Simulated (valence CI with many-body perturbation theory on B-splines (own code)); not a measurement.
E1 transitions of Re LXXI

Level of theory: configuration interaction combined with many-body perturbation theory (CI+MBPT): three valence electrons over a frozen Dirac-Fock core [He], radial functions for each j: 11 s, 11 p, 9 d, 7 f, 5 g, 2 h, 1 i, with the one-electron correlation potential Σ1, the two-electron term Σ2, the three-electron term Σ3, Breit, model QED; selected CI, second order for the rest (own B-spline code, finite nucleus).

The last digits are not significant, and no measured levels were compared; by estimate large intervals hold to a few tenths of a per cent, small ones and those within an open d or f shell to about a per cent.

Lines 151 to 200 of 285 in falling wavelength, among levels below 13796 eV, chosen from the strongest by gf and those to the six lowest levels. Wavelengths and rates use the calculated energies. Electric multipoles are in the length gauge, E1 and E2 with the static RPA response of the core. Weak lines are less certain than strong ones. Lines between different terms over intervals too small for the method are left out, as are lines whose strength nearly cancels. The highest levels of a list are the least certain.

Levels are named by their leading jj configuration (3d3/2^4 stands for four electrons in 3d with j = 3/2), which in mixed levels can hold well under half, so a name can repeat and another be missing. Letters in brackets count levels of one name in rising energy.

| λ vac (Å) | Upper | Lower | A (s⁻¹) | S (a.u.) |
| --- | --- | --- | --- | --- |
| 1.234 | (2s 2p1/2 3d3/2) J=3/2 [b] | (2s 2p1/2 2p3/2) J=3/2 [a] | 1.48e+14 | 5.47e-04 |
| 1.233 | (2s 2p3/2 3d5/2) J=1/2 | (2s 2p3/2^2) J=1/2 | 1.49e+15 | 2.76e-03 |
| 1.233 | (2s 2p1/2 3d3/2) J=1/2 | (2s 2p1/2 2p3/2) J=3/2 [a] | 3.84e+13 | 7.11e-05 |
| 1.233 | (2p1/2 2p3/2 3d5/2) J=5/2 [a] | (2p1/2 2p3/2^2) J=5/2 | 5.08e+14 | 2.82e-03 |
| 1.233 | (2p1/2^2 3d5/2) J=5/2 | (2p1/2^2 2p3/2) J=3/2 | 1.62e+15 | 9.00e-03 |
| 1.233 | (2s 2p1/2 3d5/2) J=5/2 [b] | (2s 2p1/2 2p3/2) J=3/2 [b] | 1.30e+15 | 7.21e-03 |
| 1.232 | (2s 2p1/2 3d5/2) J=3/2 | (2s 2p1/2 2p3/2) J=3/2 [b] | 2.85e+14 | 1.05e-03 |
| 1.232 | (2s 2p1/2 3d5/2) J=3/2 | (2s 2p1/2 2p3/2) J=1/2 | 1.24e+15 | 4.60e-03 |
| 1.231 | (2p1/2 2p3/2 3d5/2) J=5/2 [b] | (2p1/2 2p3/2^2) J=5/2 | 8.14e+14 | 4.49e-03 |
| 1.230 | (2p1/2 2p3/2 3d5/2) J=3/2 [a] | (2p1/2 2p3/2^2) J=3/2 | 1.10e+15 | 4.04e-03 |
| 1.230 | (2p1/2 2p3/2 3d5/2) J=5/2 [a] | (2p1/2 2p3/2^2) J=3/2 | 1.06e+15 | 5.86e-03 |
| 1.230 | (2p1/2 2p3/2 3d5/2) J=7/2 [b] | (2p1/2 2p3/2^2) J=5/2 | 2.64e+15 | 1.94e-02 |
| 1.229 | (2p1/2 2p3/2 3d5/2) J=3/2 [b] | (2p1/2 2p3/2^2) J=5/2 | 1.96e+14 | 7.19e-04 |
| 1.228 | (2s 2p1/2 3d5/2) J=5/2 [a] | (2s 2p1/2 2p3/2) J=5/2 | 2.80e+13 | 1.54e-04 |
| 1.228 | (2p1/2 2p3/2 3d5/2) J=5/2 [b] | (2p1/2 2p3/2^2) J=3/2 | 1.60e+15 | 8.79e-03 |
| 1.227 | (2p1/2 2p3/2 3p3/2) J=5/2 [a] | (2s 2p3/2^2) J=3/2 | 2.00e+14 | 1.09e-03 |
| 1.226 | (2p1/2 2p3/2 3p3/2) J=3/2 [a] | (2s 2p3/2^2) J=1/2 | 5.84e+14 | 2.12e-03 |
| 1.226 | (2s 2p3/2 3d5/2) J=5/2 [b] | (2s 2p3/2^2) J=3/2 | 2.11e+15 | 1.15e-02 |
| 1.225 | (2s 2p3/2 3d5/2) J=3/2 [b] | (2s 2p3/2^2) J=3/2 | 4.01e+14 | 1.45e-03 |
| 1.225 | (2s 2p3/2 3d5/2) J=3/2 [b] | (2s 2p3/2^2) J=1/2 | 5.86e+14 | 2.13e-03 |
| 1.225 | (2s 2p1/2 3d5/2) J=7/2 | (2s 2p1/2 2p3/2) J=5/2 | 1.66e+15 | 1.21e-02 |
| 1.224 | (2s 2p3/2 3d5/2) J=5/2 [a] | (2s 2p3/2^2) J=5/2 | 1.30e+15 | 7.08e-03 |
| 1.223 | (2s 2p1/2 3d5/2) J=5/2 [a] | (2s 2p1/2 2p3/2) J=3/2 [a] | 1.50e+15 | 8.15e-03 |
| 1.223 | (2s 2p1/2 3d5/2) J=5/2 [b] | (2s 2p1/2 2p3/2) J=5/2 | 2.17e+14 | 1.18e-03 |
| 1.223 | (2s 2p1/2 3d5/2) J=3/2 | (2s 2p1/2 2p3/2) J=5/2 | 1.26e+13 | 4.55e-05 |
| 1.223 | (2s 2p3/2 3d5/2) J=7/2 [a] | (2s 2p3/2^2) J=5/2 | 2.31e+15 | 1.66e-02 |
| 1.222 | (2s^2 3d5/2) J=5/2 | (2s^2 2p3/2) J=3/2 | 1.59e+15 | 8.58e-03 |
| 1.221 | (2p1/2 2p3/2 3p3/2) J=5/2 [b] | (2s 2p3/2^2) J=3/2 | 1.46e+14 | 7.88e-04 |
| 1.219 | (2p1/2^2 3p3/2) J=3/2 | (2s 2p1/2 2p3/2) J=1/2 | 3.65e+13 | 1.30e-04 |
| 1.218 | (2s 2p1/2 3d5/2) J=5/2 [b] | (2s 2p1/2 2p3/2) J=3/2 [a] | 1.30e+14 | 6.96e-04 |
| 1.218 | (2s 2p1/2 3d5/2) J=3/2 | (2s 2p1/2 2p3/2) J=3/2 [a] | 8.25e+13 | 2.94e-04 |
| 1.217 | (2s 2p1/2 3p3/2) J=5/2 | (2s^2 2p3/2) J=3/2 | 1.31e+14 | 7.01e-04 |
| 1.215 | (2s 2p3/2 3d5/2) J=7/2 [b] | (2s 2p3/2^2) J=5/2 | 5.34e+14 | 3.78e-03 |
| 1.205 | (2p1/2^2 3p3/2) J=3/2 | (2s 2p1/2 2p3/2) J=3/2 [a] | 2.44e+12 | 8.42e-06 |
| 1.163 | (2p1/2^2 3d5/2) J=5/2 | (2s^2 2p3/2) J=3/2 | 7.99e+11 | 3.73e-06 |
| 1.150 | (2s^2 3p1/2) J=1/2 | (2s 2p1/2^2) J=1/2 | 2.33e+12 | 3.50e-06 |
| 1.140 | (2s 2p3/2 3s) J=3/2 [a] | (2s 2p1/2 2p3/2) J=1/2 | 5.57e+12 | 1.63e-05 |
| 1.140 | (2s 2p1/2 3s) J=1/2 [a] | (2s 2p1/2^2) J=1/2 | 3.45e+13 | 5.04e-05 |
| 1.137 | (2s 2p1/2 3s) J=3/2 | (2s 2p1/2^2) J=1/2 | 6.70e+13 | 1.94e-04 |
| 1.135 | (2s 2p3/2 3s) J=5/2 | (2s 2p1/2 2p3/2) J=5/2 | 4.80e+13 | 2.08e-04 |
| 1.133 | (2s 2p1/2 3s) J=1/2 [b] | (2s 2p1/2^2) J=1/2 | 1.39e+13 | 1.99e-05 |
| 1.132 | (2s 2p3/2 3s) J=1/2 | (2s 2p1/2 2p3/2) J=1/2 | 1.25e+13 | 1.79e-05 |
| 1.132 | (2s 2p3/2 3s) J=3/2 [a] | (2s 2p1/2 2p3/2) J=5/2 | 4.47e+13 | 1.28e-04 |
| 1.132 | (2s 2p3/2 3s) J=3/2 [b] | (2s 2p1/2 2p3/2) J=1/2 | 2.39e+13 | 6.85e-05 |
| 1.131 | (2s 2p3/2 3s) J=5/2 | (2s 2p1/2 2p3/2) J=3/2 [a] | 3.92e+13 | 1.68e-04 |
| 1.130 | (2s^2 3s) J=1/2 | (2s^2 2p1/2) J=1/2 | 6.96e+13 | 9.92e-05 |
| 1.128 | (2s 2p3/2 3s) J=3/2 [a] | (2s 2p1/2 2p3/2) J=3/2 [a] | 1.21e+13 | 3.43e-05 |
| 1.106 | (2p1/2 2p3/2 3p1/2) J=1/2 | (2s 2p1/2 2p3/2) J=1/2 | 9.06e+13 | 1.21e-04 |
| 1.105 | (2p1/2 2p3/2 3p1/2) J=3/2 [a] | (2s 2p1/2 2p3/2) J=1/2 | 2.63e+14 | 7.02e-04 |
| 1.104 | (2p1/2 2p3/2 3p1/2) J=5/2 | (2s 2p1/2 2p3/2) J=3/2 [b] | 3.90e+14 | 1.55e-03 |
